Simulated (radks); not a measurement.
Results of a calculation; reference values are marked as such.
Er+, 67 electrons, occupied as [Xe] 4f12 6s1.

Code: a radial shooting solver on a logarithmic mesh with Libxc functionals. Model: non-relativistic Kohn-Sham, PBE, spin-polarised, spherical densities, point nucleus; open shells are filled with parallel spins first (spin-orbit coupling, left out, can overturn this in heavy ions); relativity is left out, which matters for an element this heavy.

Energy parts (eV):
part                      energy
total                 -340184.34
kinetic                340087.92
electron-nucleus      -808822.75
Hartree                135780.86
exchange-correlation    -7230.38

Orbitals (lengths in bohr, moments of r in powers of bohr; r(90%) holds 90 % of the orbital's charge):
[
 {"orbital": "1s up", "occ.": "1", "eigenvalue (eV)": "-53433.33", "<r^2>": "0.0006643", "<r^4>": "1.113e-06", "r(90%)": "0.0396", "<r>": "0.02229"},
 {"orbital": "1s down", "occ.": "1", "eigenvalue (eV)": "-53433.32", "<r^2>": "0.0006643", "<r^4>": "1.113e-06", "r(90%)": "0.0396", "<r>": "0.02229"},
 {"orbital": "2s up", "occ.": "1", "eigenvalue (eV)": "-8619.106", "<r^2>": "0.01049", "<r^4>": "0.0001852", "r(90%)": "0.145", "<r>": "0.09460"},
 {"orbital": "2s down", "occ.": "1", "eigenvalue (eV)": "-8619.065", "<r^2>": "0.01049", "<r^4>": "0.0001852", "r(90%)": "0.145", "<r>": "0.09460"},
 {"orbital": "2p up", "occ.": "3", "eigenvalue (eV)": "-8226.947", "<r^2>": "0.007784", "<r^4>": "0.0001174", "r(90%)": "0.129", "<r>": "0.08014"},
 {"orbital": "2p down", "occ.": "3", "eigenvalue (eV)": "-8226.922", "<r^2>": "0.007784", "<r^4>": "0.0001174", "r(90%)": "0.129", "<r>": "0.08014"},
 {"orbital": "3s up", "occ.": "1", "eigenvalue (eV)": "-1921.426", "<r^2>": "0.06699", "<r^4>": "0.006703", "r(90%)": "0.354", "<r>": "0.2425"},
 {"orbital": "3s down", "occ.": "1", "eigenvalue (eV)": "-1920.357", "<r^2>": "0.06695", "<r^4>": "0.006696", "r(90%)": "0.354", "<r>": "0.2424"},
 {"orbital": "3p up", "occ.": "3", "eigenvalue (eV)": "-1743.830", "<r^2>": "0.06238", "<r^4>": "0.006068", "r(90%)": "0.346", "<r>": "0.2323"},
 {"orbital": "3p down", "occ.": "3", "eigenvalue (eV)": "-1742.860", "<r^2>": "0.06234", "<r^4>": "0.006061", "r(90%)": "0.346", "<r>": "0.2322"},
 {"orbital": "3d up", "occ.": "5", "eigenvalue (eV)": "-1412.916", "<r^2>": "0.04924", "<r^4>": "0.004267", "r(90%)": "0.318", "<r>": "0.2050"},
 {"orbital": "3d down", "occ.": "5", "eigenvalue (eV)": "-1412.223", "<r^2>": "0.04920", "<r^4>": "0.004259", "r(90%)": "0.318", "<r>": "0.2050"},
 {"orbital": "4s up", "occ.": "1", "eigenvalue (eV)": "-373.3764", "<r^2>": "0.3360", "<r^4>": "0.1642", "r(90%)": "0.783", "<r>": "0.5458"},
 {"orbital": "4s down", "occ.": "1", "eigenvalue (eV)": "-371.5775", "<r^2>": "0.3361", "<r^4>": "0.1643", "r(90%)": "0.783", "<r>": "0.5459"},
 {"orbital": "4p up", "occ.": "3", "eigenvalue (eV)": "-302.0983", "<r^2>": "0.3528", "<r^4>": "0.1863", "r(90%)": "0.810", "<r>": "0.5570"},
 {"orbital": "4p down", "occ.": "3", "eigenvalue (eV)": "-300.3064", "<r^2>": "0.3530", "<r^4>": "0.1865", "r(90%)": "0.810", "<r>": "0.5572"},
 {"orbital": "4d up", "occ.": "5", "eigenvalue (eV)": "-173.9478", "<r^2>": "0.3980", "<r^4>": "0.2586", "r(90%)": "0.880", "<r>": "0.5857"},
 {"orbital": "4d down", "occ.": "5", "eigenvalue (eV)": "-172.1684", "<r^2>": "0.3986", "<r^4>": "0.2597", "r(90%)": "0.881", "<r>": "0.5861"},
 {"orbital": "5s up", "occ.": "1", "eigenvalue (eV)": "-50.4859", "<r^2>": "2.079", "<r^4>": "6.507", "r(90%)": "1.97", "<r>": "1.358"},
 {"orbital": "5s down", "occ.": "1", "eigenvalue (eV)": "-49.7191", "<r^2>": "2.093", "<r^4>": "6.586", "r(90%)": "1.97", "<r>": "1.363"},
 {"orbital": "5p up", "occ.": "3", "eigenvalue (eV)": "-31.8560", "<r^2>": "2.716", "<r^4>": "11.74", "r(90%)": "2.28", "<r>": "1.543"},
 {"orbital": "5p down", "occ.": "3", "eigenvalue (eV)": "-31.2058", "<r^2>": "2.729", "<r^4>": "11.81", "r(90%)": "2.28", "<r>": "1.548"},
 {"orbital": "4f up", "occ.": "7", "eigenvalue (eV)": "-14.3507", "<r^2>": "0.8103", "<r^4>": "2.076", "r(90%)": "1.34", "<r>": "0.7781"},
 {"orbital": "4f down", "occ.": "5", "eigenvalue (eV)": "-12.7428", "<r^2>": "0.8398", "<r^4>": "2.282", "r(90%)": "1.37", "<r>": "0.7891"},
 {"orbital": "6s up", "occ.": "1", "eigenvalue (eV)": "-8.7352", "<r^2>": "16.78", "<r^4>": "420.9", "r(90%)": "5.60", "<r>": "3.865"},
 {"orbital": "6s down", "occ.": "0", "eigenvalue (eV)": "-7.7164", "<r^2>": "15.95", "<r^4>": "381.6", "r(90%)": "5.44", "<r>": "3.768"}
]

The highest occupied level is 6s up at -8.735 eV. For comparison, the ionisation energy in NIST's Atomic Spectra Database is 11.92 eV (semi-empirical). In exact Kohn-Sham theory the highest level is minus the ionisation energy, but local and semilocal functionals leave it too shallow, through self-interaction and a potential that decays too fast; potentials with the right tail come closer. Spin moment in Bohr magnetons: 3. The density falls to 0.001 e/bohr^3 at r = 4.47 bohr. The electron density at the nucleus is 2.244e+05 e/bohr^3. Virial ratio -V/T = 2.00028. The spin density at the nucleus is 8.371 e/bohr^3 (1s 0.025, 2s -0.144, 3s -1.635, 4s 0.541, 5s 1.131, 6s 8.453).
